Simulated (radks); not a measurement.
The numbers below are computed, except where a source is named.
Ca3+, configuration [Ne] 3s2 3p5. Code: a radial shooting solver on a logarithmic mesh with Libxc functionals. Model: Dirac Kohn-Sham, LDA (Slater exchange, Perdew-Wang correlation), spin-unpolarised, spherical densities, finite nucleus; open shells fill j = l - 1/2 first; Fermi nuclear charge, rms radius 3.4776 fm.

Unscreened Slater integrals over Kohn-Sham orbitals (eV). Large and small components are both included.

F0(3p3/2,3p3/2): 20.328
F2(3p3/2,3p3/2): 10.255
F0(3p3/2,3p1/2): 20.384
G2(3p3/2,3p1/2): 10.279
F0(3p3/2,3s1/2): 21.012
G1(3p3/2,3s1/2): 13.991
F0(3p3/2,2p3/2): 27.597
F2(3p3/2,2p3/2): 5.3096
G0(3p3/2,2p3/2): 2.1254
G2(3p3/2,2p3/2): 2.1822
F0(3p1/2,3p1/2): 20.441
F0(3p1/2,3s1/2): 21.074
G1(3p1/2,3s1/2): 14.034
F0(3p1/2,2p3/2): 27.737
G2(3p1/2,2p3/2): 2.1853
F0(3s1/2,3s1/2): 21.777
F0(3s1/2,2p3/2): 28.931
G1(3s1/2,2p3/2): 2.3644
F0(2p3/2,2p3/2): 75.762
F2(2p3/2,2p3/2): 35.391
